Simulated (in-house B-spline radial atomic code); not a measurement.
B⁺. Computed with a B-spline radial atomic code. Model: all-electron spherical atom, spin shells full or empty, radial basis limit, no spin-orbit coupling: exact exchange with a local potential (Slater, KLI or optimised effective potential, whose far tail is KLI's), no correlation.

The run also made RPA and GW results, which its time includes.

The Slater potential averages the orbital exchange potentials with the orbital densities as weights, KLI adds orbital constants, and the optimised effective potential minimises the exact-exchange energy among local potentials. So their energies lie above Hartree-Fock in the order OEP, KLI, Slater. All fall off as −1/r, unlike LDA and GGA exchange.

Command:
```bash
python run_gw.py task.json out
```
Settings (lengths in bohr, energies in hartree):
```
Z                      5
electrons              4
configuration          [He] 2s2
hamiltonian            nr
method                 slater
lmax                   9
spin_polarised         False
box_radius             23.78
intervals              63
ion_configuration      [He] 2s1
```

Cost of the run: 2.1 s on 1 thread of AMD EPYC 7R43 64-Core Processor (Zen 3), with other jobs on the host.

Given: hamiltonian non-relativistic; mean-field start Slater potential.

Computed: energy above Hartree-Fock 11.709 millihartree; virial ratio -E/T less 1 -0.022144.

```tsv
radius (bohr)	r times exchange potential (hartree bohr)
0.01	-0.047965
0.0119	-0.057044
0.0141	-0.067532
0.0167	-0.079892
0.0198	-0.094571
0.0235	-0.112
0.0279	-0.13257
0.0331	-0.15663
0.0392	-0.18448
0.0465	-0.21721
0.0552	-0.25528
0.0654	-0.29849
0.0776	-0.34803
0.0921	-0.40371
0.109	-0.46414
0.13	-0.53249
0.154	-0.60178
0.182	-0.67152
0.216	-0.74183
0.257	-0.80877
0.304	-0.86606
0.361	-0.91378
0.428	-0.94518
0.508	-0.94853
0.603	-0.89477
0.715	-0.76828
0.848	?
1.01	-0.67346
1.19	-0.73813
1.42	-0.81785
1.68	-0.88429
1.99	-0.93506
2.36	-0.96864
2.8	?
3.33	-0.99593
3.94	-0.99895
4.68	-0.9998
```

Problem. What belongs in the row 0.848?

Solution. r times exchange potential (hartree bohr): -0.66523.

Problem. What belongs in the row 2.8?

Solution. r times exchange potential (hartree bohr): -0.98733.

| occupied | level (hartree) | Hartree-Fock level (hartree) |
| --- | --- | --- |
| 1s | -8.0637 | -8.1859 |
| 2s | -0.90574 | -0.87382 |

| empty | level (hartree) |
| --- | --- |
| 2p | -0.71001 |
| 3s | -0.31595 |
| 3p | ? |
| 3d | -0.22566 |

Problem. What belongs in the row 3p?

Solution. level (hartree): -0.27126.
